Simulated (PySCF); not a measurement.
# Ti: interval between two levels

Ti [Ar] 3d2 4s2 [3F4, M_J = 4] → Ti [Ar] 3d1 4s2 4p1 [3F4, M_J = 4], as a difference of total energies. Calculation: PySCF 2.14, in x2c-SVPall-2c with one added diffuse shell each of s, d type (6s5p4d1f, 48 functions); the two-component X2C-1e Hamiltonian. Correlated levels: [Ne] frozen; the 6 highest virtual spinors dropped. "Screened" scales the spin-orbit matrix elements by Boettger's factors to mimic the two-electron term; Breit and QED terms are absent.

```
                    method  interval between two levels (cm⁻¹)
           GHF (spin-free)                               42602
          GMP2 (spin-free)                               40444
 GHF (screened spin-orbit)                               42711
GMP2 (screened spin-orbit)                               40553
```

The labels give the starting determinants; with spin-orbit coupling the two ends relaxed to ⟨J²⟩ = 20.02, ⟨L²⟩ = 12.01, ⟨S²⟩ = 2.01 and ⟨J²⟩ = 20.27, ⟨L²⟩ = 12.20, ⟨S²⟩ = 2.07.
